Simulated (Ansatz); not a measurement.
`CC(O)CN` and `CC(O)[SiH3]` differ in one atom or group.

Ansatz, PBE0-D4/def2-TZVP geometries, multiplicity 1. Each molecule was computed in one conformer, which needn't be the lowest.

```json
{"property": "HOMO–LUMO gap (B3LYP/def2-TZVPP) / eV", "`CC(O)CN`": "7.50"}
{"property": "size of the dipole moment (B3LYP/def2-TZVPP) / D", "`CC(O)CN`": "3.00"}
{"property": "zero-point energy (PBE0-D4/def2-TZVP) / kJ/mol", "`CC(O)CN`": "333.0"}
{"property": "LUMO energy (PBE/def2-TZVPP) / eV", "`CC(O)CN`": "0.05"}
{"property": "HOMO–LUMO gap (PBE/def2-TZVPP) / eV", "`CC(O)CN`": "5.70"}
{"property": "HOMO–LUMO gap (ωB97M-V/def2-TZVPP) / eV", "`CC(O)CN`": "11.89"}
```

What does the change do to each property? (Best estimate.)

Computed: 
| property | `CC(O)[SiH3]` | shift |
| --- | --- | --- |
| HOMO–LUMO gap (B3LYP/def2-TZVPP) / eV | 8.04 | 0.54 |
| size of the dipole moment (B3LYP/def2-TZVPP) / D | 1.95 | -1.05 |
| zero-point energy (PBE0-D4/def2-TZVP) / kJ/mol | 247.7 | -85.3 |
| LUMO energy (PBE/def2-TZVPP) / eV | -0.24 | -0.29 |
| HOMO–LUMO gap (PBE/def2-TZVPP) / eV | 6.12 | 0.42 |
| HOMO–LUMO gap (ωB97M-V/def2-TZVPP) / eV | 12.47 | 0.58 |

With PBE0 the HOMO falls by 0.76 eV and the LUMO falls by 0.27 eV, so the gap widens by about 0.49 eV. PBE moves the HOMO by -0.70 eV and ωB97M-V by -0.72 eV. The zero-point energy changes by -85.3 kJ/mol with -6 modes. Dipoles are sizes alone; their direction can turn.

Positive LUMOs are unbound, so they and the gaps depend on the basis.

B3LYP here is the variant with VWN-RPA as its local correlation; programs differ in this.
